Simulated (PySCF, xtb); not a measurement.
The same groups moved round the core (azulene silyl). Isolated molecules, 0 K electronic values unless said otherwise. Strings in code marks are SMILES.

Quantity: electronic energy of isomers of C10H10Si relative to `[SiH3]c1ccc2cccccc1-2`, in eV.

Level 1: PBE0-D3(BJ)/def2-TZVP // PBE0-D3(BJ)/def2-SVP (PySCF)
Level 2: B3LYP/6-31G* // PBE0-D3(BJ)/def2-SVP (PySCF)
Level 3: B3LYP/LANL2DZ // PBE0-D3(BJ)/def2-SVP (PySCF)
Level 4: GFN2-xTB (xtb)

```tsv
species	level 1	level 2	level 3	level 4
`[SiH3]c1cccc2cccc-2c1`	0.181	0.184	0.182	0.123
`[SiH3]c1ccccc2cccc1-2`	0.197	0.246	0.212	0.139
`[SiH3]c1cc2cccccc-2c1`	0.077	0.049	0.020	0.064
```
